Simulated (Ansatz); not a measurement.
`[SiH3][InH][SeH]` + H₂ → `[SeH][InH2]` + SiH₄ at 400 K and 1 bar (hydrogenolysis of the In–Si bond).

Gas-phase electronic energies from Ansatz, PBE0-D4/def2-TZVP geometries. CCSD(T)/CBS is the MP2 limit (def2-TZVPP, def2-QZVPP) plus CCSD(T) − MP2 in def2-TZVPP, frozen cores. This one scheme is used for every species. Elements past krypton have def2 core potentials. For In, Se outer-core shells are correlated without core-valence functions, which leaves a few kJ/mol of doubt a bond. Scalar relativity is left out up to krypton. Each species was taken in one conformer, which may not be the lowest.

```tsv
species	CCSD(T)/CBS energy (Eh)	H − E (kJ/mol)	S (J/(mol·K))
`[SiH3][InH][SeH]`	-2882.62625	134.1	411.9
H₂	-1.17544	38.0	139.0
`[SeH][InH2]`	-2592.33228	74.3	324.5
SiH₄	-291.46306	96.9	218.6
```

H − E and S are ideal-gas, rigid-rotor, harmonic terms from PBE0-D4/def2-TZVP, for one conformer and one mirror image of each species. For small species the MP2-based limit differs from directly extrapolated CCSD(T) by up to some mEh (0.8 for H₂); such offsets cancel only in part. 1 Eh = 2625.50 kJ/mol, R = 8.31446 J/(mol·K).

By hand: ΔE, ΔH, ΔS and ΔG.

ΔE = (-2592.33228) + (-291.46306) − (-2882.62625) − (-1.17544) = 0.00635 Eh = 16.7 kJ/mol. Δ(H − E) = 74.3 + 96.9 − 134.1 − 38.0 = -0.9, so ΔH = 15.8 kJ/mol. ΔS = 324.5 + 218.6 − 411.9 − 139.0 = -7.8 J/(mol·K). ΔG = 15.8 − 400 × (-7.8)/1000 = 18.9 kJ/mol.

By hand: the equilibrium constant, and the temperature at which ΔG would vanish if ΔH and ΔS stayed fixed.

log₁₀ K = −ΔG/(RT ln 10) = -2.5. ΔH and −TΔS have one sign here, so there is no such temperature.

The number of gas molecules stays the same, so ΔS is small and ΔH decides. A doubt of 5 kJ/mol in ΔE shifts log₁₀ K by 0.7 here. Other conformers and mirror images would add mixing entropy, several J/(mol·K) or more a flexible species. Modes under 60 cm⁻¹, often nearly free rotors, make the harmonic entropy too high. These are equilibria of isolated gas molecules and say nothing of rates. Largest T1 diagnostic: 0.013 (customary marks: 0.02 for closed shells, 0.045 for open ones).

ΔS is within the doubt of such terms, so its sign, and with it that verdict, could turn.
